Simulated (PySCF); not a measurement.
C5H2F4O2.
SMILES: `C1(OC(C(F)(F)F)=COC=1)F`

Computed, not measured: TDDFT PBE0/def2-SVPD, vertical, gas phase, core orbitals frozen in the response in PySCF. Geometry: GFN2-xTB; no solvent, vibrations or thermal averaging. Torsions of this conformer, `[F:1][C:2]1=[CH:3][O:4][CH:5]=[C:6]([C:7]([F:8])([F:9])[F:10])[O:11]1`: C5–C6–C7–F8 120°.

Computed states:

| state | E (eV) | f |
| --- | --- | --- |
| S1 | 4.11 | 0.0040 |
| S2 | 5.40 | 0.011 |
| S3 | 6.26 | 0.0081 |
| S4 | 6.56 | 0.0086 |
| S5 | 6.74 | 0.0003 |
| S6 | 6.79 | 0.0012 |

Broadening: Gaussians 0.5 eV wide at half height, area fixed by f = 4.319×10⁻⁹ ∫ε dν̃. The width is an assumption, not a result. The curve ends short of the highest state used, and states not computed would add to its high-energy end.

Question: What does the envelope look like, and where are its maxima?

Answer: 
```json
{"E (eV)": "3.36", "ε (L mol⁻¹ cm⁻¹)": "0"}
{"E (eV)": "3.45", "ε (L mol⁻¹ cm⁻¹)": "2"}
{"E (eV)": "3.55", "ε (L mol⁻¹ cm⁻¹)": "7"}
{"E (eV)": "3.65", "ε (L mol⁻¹ cm⁻¹)": "22"}
{"E (eV)": "3.75", "ε (L mol⁻¹ cm⁻¹)": "53"}
{"E (eV)": "3.84", "ε (L mol⁻¹ cm⁻¹)": "99"}
{"E (eV)": "3.94", "ε (L mol⁻¹ cm⁻¹)": "159"}
{"E (eV)": "4.04", "ε (L mol⁻¹ cm⁻¹)": "206"}
{"E (eV)": "4.14", "ε (L mol⁻¹ cm⁻¹)": "213"}
{"E (eV)": "4.23", "ε (L mol⁻¹ cm⁻¹)": "182"}
{"E (eV)": "4.33", "ε (L mol⁻¹ cm⁻¹)": "124"}
{"E (eV)": "4.43", "ε (L mol⁻¹ cm⁻¹)": "67"}
{"E (eV)": "4.53", "ε (L mol⁻¹ cm⁻¹)": "30"}
{"E (eV)": "4.63", "ε (L mol⁻¹ cm⁻¹)": "11"}
{"E (eV)": "4.72", "ε (L mol⁻¹ cm⁻¹)": "7"}
{"E (eV)": "4.82", "ε (L mol⁻¹ cm⁻¹)": "14"}
{"E (eV)": "4.92", "ε (L mol⁻¹ cm⁻¹)": "45"}
{"E (eV)": "5.02", "ε (L mol⁻¹ cm⁻¹)": "117"}
{"E (eV)": "5.11", "ε (L mol⁻¹ cm⁻¹)": "231"}
{"E (eV)": "5.21", "ε (L mol⁻¹ cm⁻¹)": "396"}
{"E (eV)": "5.31", "ε (L mol⁻¹ cm⁻¹)": "546"}
{"E (eV)": "5.41", "ε (L mol⁻¹ cm⁻¹)": "602"}
{"E (eV)": "5.50", "ε (L mol⁻¹ cm⁻¹)": "544"}
{"E (eV)": "5.60", "ε (L mol⁻¹ cm⁻¹)": "397"}
{"E (eV)": "5.70", "ε (L mol⁻¹ cm⁻¹)": "241"}
{"E (eV)": "5.80", "ε (L mol⁻¹ cm⁻¹)": "148"}
{"E (eV)": "5.90", "ε (L mol⁻¹ cm⁻¹)": "145"}
{"E (eV)": "5.99", "ε (L mol⁻¹ cm⁻¹)": "218"}
{"E (eV)": "6.09", "ε (L mol⁻¹ cm⁻¹)": "358"}
{"E (eV)": "6.19", "ε (L mol⁻¹ cm⁻¹)": "515"}
```

Maxima: 302 nm (4.11 eV), ε about 220, made up of S1 (100%); 229 nm (5.40 eV), ε about 600, made up of S2 (100%) (ε in L mol⁻¹ cm⁻¹; maxima over ε = 5, shares over 10%). At its high-energy end, 6.19 eV, the curve is still rising (ε about 520, from S3 and S4).

Question: On this curve, what absorbance would a 10⁻⁵ mol/L sample give at 266 nm over a 1 cm path?

Answer: 266 nm is 4.661 eV, where ε is about 8.4 L mol⁻¹ cm⁻¹, so A = ε c l ≈ 8.4e-05 (Beer–Lambert, with the gas-phase spectrum and the assumed width).

Question: What would ε be at 5.40 eV, the highest of these maxima, with half the width (0.25 eV)?

Answer: About 1200 L mol⁻¹ cm⁻¹ against 602, a factor of about 2.00; a lone state at its own centre would give exactly 2.

Question: Coming from long wavelengths, where does ε first pass 100 L mol⁻¹ cm⁻¹?

Answer: At about 323 nm (3.84 eV), 0.26 eV below S1.

The run took 62 s on one thread of an Arm Neoverse V2, no GPU, on a shared host, and the process peaked at 0.99 GiB of memory.
